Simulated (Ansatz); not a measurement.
Geometry optimisation, UKS B3LYP/def2-SVP in Ansatz 0.2.0.

input.yaml

```yaml
crystal:
  periodic: [false, false, false]
  atoms:
    - { symbol: Ge, position_ang: [0.0, 0.0, 0.0] }
    - { symbol: H, position_ang: [0.0, 0.0, 1.8] }
    - { symbol: H, position_ang: [1.4616, 0.0, -0.5162] }
    - { symbol: H, position_ang: [-0.73, 1.2648, -0.5162] }
    - { symbol: H, position_ang: [-0.73, -1.2648, -0.5162] }
    - { symbol: C, position_ang: [0.0, 0.0, 3.21] }
    - { symbol: F, position_ang: [-0.6774, -1.055, 3.654] }
    - { symbol: F, position_ang: [1.2523, -0.0592, 3.654] }
    - { symbol: F, position_ang: [-0.5749, 1.1141, 3.654] }
magnetization:
  spin_polarized: true
  initial_magnetization: 1
basis:
  gaussian: { orbitals: def2-SVP }
hamiltonian:
  xc: b3lyp
relax:
  f_tol: 0.15
  max_steps: 25
  restrain:
    - { distance: [1, 5], at: 2.31, k: 30.0 }
    - { distance: [0, 1], at: 1.55, k: 30.0 }
```

Command:

```bash
$ ansatz run input.yaml --threads 4 --pin off --max-ram 5120MiB --backend cpu --events-out ev --progress --plain --runs-dir out
```

Q: Where does it end, and by what steps?

A: The run converged. The restraints hold the end off the free minimum. After 5 steps the energy has risen by 0.116 eV (the restraints' own energy left out); H2 moved furthest, 0.50 Å.

| step | energy less start (eV) | largest force component (eV/Å) | accepted |
| --- | --- | --- | --- |
| 0 | 0.0000 | 1.704 | yes |
| 1 | 0.2831 | 1.845 | yes |
| 2 | 0.6290 | 3.621 | yes |
| 3 | 0.2043 | 0.571 | yes |
| 4 | 0.1230 | 0.344 | yes |
| 5 | 0.1157 | 0.119 | yes |

```xyz
9
Properties=species:S:1:pos:R:3
Ge 0.000 0.000 -0.252
H 0.000 0.000 1.298
H 1.454 0.000 -0.758
H -0.727 1.259 -0.758
H -0.726 -1.259 -0.758
C 0.000 0.000 3.613
F -0.679 -1.057 4.013
F 1.255 -0.060 4.013
F -0.576 1.116 4.013
```

Run time: 14 s on 4 threads of Arm Neoverse V2 (shared host), peak memory 0.36 GiB.
